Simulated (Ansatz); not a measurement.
Born–Oppenheimer molecular dynamics of BF2H2N (6 atoms, charge 0, multiplicity 1). It starts from a relaxed structure.

Level of theory: RKS PBE0/def2-mTZVP (Ansatz 0.2.0).

```
ensemble        : NVT, Nosé–Hoover chain
time step       : 1 fs
steps asked     : 250
set temperature : 1000 K
thermostat      : time constant 50 fs, chain length 3
seed            : 869520
```

First frame:

```xyz
6
Properties=species:S:1:pos:R:3
B 0.073 0.000 -0.042
F -0.040 -0.603 1.139
N 1.278 0.000 -0.738
H 2.108 -0.449 -0.388
H 1.390 0.449 -1.631
F -1.007 0.603 -0.535
```

What does the run give?

All steps were run.

| Item | Value |
| --- | --- |
| steps done | 250 |
| time covered | 250 fs |
| mean temperature over the second half | 1056 K |
| spread of the potential energy over the second half | 33.0 meV per atom |
| mean potential energy of the second half above the start | 96.6 meV per atom |

The conserved energy wandered by up to 11.6 meV per atom (net 5.2 meV per atom), which is poor conservation. A run of 0.25 ps of so small a system gives no equilibrium averages.

What happens to the structure?

The same pairs are bonded in the first frame and the last. Pairs count as bonded within 1.25 times the sum of covalent radii (0.12 Å more for H–H). The details hang on the random start.

How do temperature and energy run in time?


```json
{"time (fs)": "0", "T (K)": "1000", "potential energy less start (eV)": "0.000", "conserved less start (meV/atom)": "0.00"}
{"time (fs)": "8", "T (K)": "493", "potential energy less start (eV)": "0.281", "conserved less start (meV/atom)": "2.87"}
{"time (fs)": "16", "T (K)": "170", "potential energy less start (eV)": "0.467", "conserved less start (meV/atom)": "4.53"}
{"time (fs)": "24", "T (K)": "385", "potential energy less start (eV)": "0.369", "conserved less start (meV/atom)": "4.26"}
{"time (fs)": "32", "T (K)": "674", "potential energy less start (eV)": "0.238", "conserved less start (meV/atom)": "2.83"}
{"time (fs)": "40", "T (K)": "839", "potential energy less start (eV)": "0.191", "conserved less start (meV/atom)": "1.11"}
{"time (fs)": "48", "T (K)": "634", "potential energy less start (eV)": "0.369", "conserved less start (meV/atom)": "4.75"}
{"time (fs)": "56", "T (K)": "469", "potential energy less start (eV)": "0.494", "conserved less start (meV/atom)": "4.18"}
{"time (fs)": "64", "T (K)": "865", "potential energy less start (eV)": "0.339", "conserved less start (meV/atom)": "1.84"}
{"time (fs)": "72", "T (K)": "895", "potential energy less start (eV)": "0.424", "conserved less start (meV/atom)": "5.83"}
{"time (fs)": "80", "T (K)": "674", "potential energy less start (eV)": "0.613", "conserved less start (meV/atom)": "7.31"}
{"time (fs)": "88", "T (K)": "701", "potential energy less start (eV)": "0.635", "conserved less start (meV/atom)": "5.34"}
{"time (fs)": "96", "T (K)": "1237", "potential energy less start (eV)": "0.371", "conserved less start (meV/atom)": "1.69"}
{"time (fs)": "104", "T (K)": "1002", "potential energy less start (eV)": "0.565", "conserved less start (meV/atom)": "8.66"}
{"time (fs)": "112", "T (K)": "856", "potential energy less start (eV)": "0.654", "conserved less start (meV/atom)": "6.69"}
{"time (fs)": "120", "T (K)": "1297", "potential energy less start (eV)": "0.416", "conserved less start (meV/atom)": "2.07"}
{"time (fs)": "128", "T (K)": "973", "potential energy less start (eV)": "0.622", "conserved less start (meV/atom)": "6.64"}
{"time (fs)": "136", "T (K)": "635", "potential energy less start (eV)": "0.827", "conserved less start (meV/atom)": "9.14"}
{"time (fs)": "144", "T (K)": "894", "potential energy less start (eV)": "0.691", "conserved less start (meV/atom)": "6.86"}
{"time (fs)": "152", "T (K)": "1620", "potential energy less start (eV)": "0.291", "conserved less start (meV/atom)": "1.84"}
{"time (fs)": "160", "T (K)": "917", "potential energy less start (eV)": "0.691", "conserved less start (meV/atom)": "7.44"}
{"time (fs)": "168", "T (K)": "786", "potential energy less start (eV)": "0.756", "conserved less start (meV/atom)": "6.45"}
{"time (fs)": "176", "T (K)": "2010", "potential energy less start (eV)": "0.106", "conserved less start (meV/atom)": "2.63"}
{"time (fs)": "184", "T (K)": "862", "potential energy less start (eV)": "0.718", "conserved less start (meV/atom)": "6.72"}
{"time (fs)": "192", "T (K)": "456", "potential energy less start (eV)": "0.933", "conserved less start (meV/atom)": "8.92"}
{"time (fs)": "200", "T (K)": "936", "potential energy less start (eV)": "0.669", "conserved less start (meV/atom)": "7.40"}
{"time (fs)": "208", "T (K)": "1557", "potential energy less start (eV)": "0.308", "conserved less start (meV/atom)": "1.74"}
{"time (fs)": "216", "T (K)": "866", "potential energy less start (eV)": "0.693", "conserved less start (meV/atom)": "9.52"}
{"time (fs)": "224", "T (K)": "975", "potential energy less start (eV)": "0.590", "conserved less start (meV/atom)": "5.53"}
{"time (fs)": "232", "T (K)": "1384", "potential energy less start (eV)": "0.342", "conserved less start (meV/atom)": "2.86"}
{"time (fs)": "240", "T (K)": "592", "potential energy less start (eV)": "0.754", "conserved less start (meV/atom)": "7.61"}
{"time (fs)": "248", "T (K)": "845", "potential energy less start (eV)": "0.585", "conserved less start (meV/atom)": "7.55"}
```

The run took 4.3 min on 2 threads of Arm Neoverse V1, with other jobs on the host, peak memory 0.13 GiB.
